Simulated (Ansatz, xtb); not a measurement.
## Two isomers of C3H7BFN

Structure I: `CC#C[B@H-]([NH3+])F`, a singlet. Structure II: `NB[C@@H]1C[C@@H]1F`, a singlet. Both are isolated molecules in the gas phase, relaxed with r2SCAN-D4/def2-SVP, each in the lowest conformer that the search found.

I (Å):

| atom | x (Å) | y (Å) | z (Å) |
| --- | --- | --- | --- |
| C | 0.1218 | 1.8298 | -2.8029 |
| C | 0.4199 | 1.4217 | -1.4392 |
| C | 0.7054 | 1.0823 | -0.2980 |
| B | 1.0446 | 0.6232 | 1.1676 |
| F | 1.6179 | 1.6021 | 1.9834 |
| N | -0.4451 | 0.3848 | 1.8859 |
| H | -0.1043 | 0.9628 | -3.4461 |
| H | 0.9795 | 2.3578 | -3.2520 |
| H | -0.7436 | 2.5121 | -2.8472 |
| H | 1.5957 | -0.4725 | 1.2497 |
| H | -0.3339 | 0.1079 | 2.8640 |
| H | -0.9815 | -0.3332 | 1.3953 |
| H | -0.9775 | 1.2585 | 1.8538 |

II (Å):

```tsv
atom	x (Å)	y (Å)	z (Å)
C	-0.3442	1.7259	1.8312
C	-0.6096	0.2489	2.1863
C	-1.4380	1.3220	2.7720
B	-0.6032	2.1892	0.3534
F	-2.7431	1.4295	2.3416
N	-1.8233	1.9869	-0.2926
H	-2.6399	1.6136	0.1790
H	-1.9818	2.2584	-1.2545
H	0.2936	2.7097	-0.2758
H	0.5347	2.1566	2.3255
H	0.1023	-0.2845	2.8239
H	-1.0794	-0.3578	1.4051
H	-1.3643	1.5691	3.8372
```

Quicker runs give these differences E(II) − E(I): GFN2-xTB −0.483 eV; HF/STO-3G −0.632 eV (at GFN2-xTB geometries); r2SCAN-D4/def2-SVP//GFN2-xTB +0.311 eV.

Question: Which of the two would you expect CCSD(T)/def2-SVP + ΔMP2/def2-TZVPP electronic energies to favour?

Answer: Structure I; the calculation gives E(II) − E(I) = +0.661 eV.

The same difference at several levels:

```
                             level            geometry  E(II) − E(I) (eV)  departure from the last row (eV)  job, with rough time for the two
                          GFN2-xTB            GFN2-xTB              −0.483                            −1.144              optimisation, 0.34 s
                         HF/STO-3G            GFN2-xTB              −0.632                            −1.293               single point, 0.7 s
      r2SCAN-D4/def2-SVP//GFN2-xTB            GFN2-xTB              +0.311                            −0.350               single point, 3.5 s
                r2SCAN-D4/def2-SVP  r2SCAN-D4/def2-SVP              +0.329                            −0.333                optimisation, 48 s
                       HF/def2-SVP  r2SCAN-D4/def2-SVP              +0.553                            −0.108           part of the CCSD(T) run
                      MP2/def2-SVP  r2SCAN-D4/def2-SVP              +0.686                            +0.025           part of the CCSD(T) run
                  CCSD(T)/def2-SVP  r2SCAN-D4/def2-SVP              +0.612                            −0.049                      single point
CCSD(T)/def2-SVP + ΔMP2/def2-TZVPP  r2SCAN-D4/def2-SVP              +0.661                                                  single point, 51 s
```

As drawn, II has 2 C–C, 1 C–F, 1 C–H in place of 1 C≡C, 1 B–F, 1 N–H. Structure I has no ring, II a 3-membered ring.

GFN2-xTB, HF/STO-3G put the two in the other order. The largest departure from CCSD(T)/def2-SVP + ΔMP2/def2-TZVPP is that of HF/STO-3G, 1.293 eV. A small imaginary or near-zero mode remains, so no thermal terms are given. The last row adds to CCSD(T) the change of the MP2 difference between the two basis sets, here +0.049 eV.

The correlated steps freeze 6 core orbitals. Programs: Ansatz 0.2.0, xtb 6.7.1; the last row on 2 threads of Intel(R) Xeon(R) Processor @ 2.70GHz on a shared host.
